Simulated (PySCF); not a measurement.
Vertical excitations of a molecule C2H8FNSi from TDA-B3LYP/def2-SVPD (PySCF), as energy in eV (oscillator strength): 5.91 (0.010), 6.59 (0.109), 6.77 (0.041), 6.89 (0.000), 7.16 (0.016), 7.56 (0.016), 7.64 (0.001), 8.18 (0.045), 8.35 (0.031), 8.47 (0.020). Lowest triplet (TDA): 5.70 eV. Geometry: B3LYP-D3(BJ)/def2-SVP. The values are those of a single conformer.

### Question
Which molecule gave these data?
A) CNC[SiH2]F
B) CN(C)[SiH2]F
C) C[Si@H](N)CF
D) CCN[SiH2]F

### Answer
B, CN(C)[SiH2]F
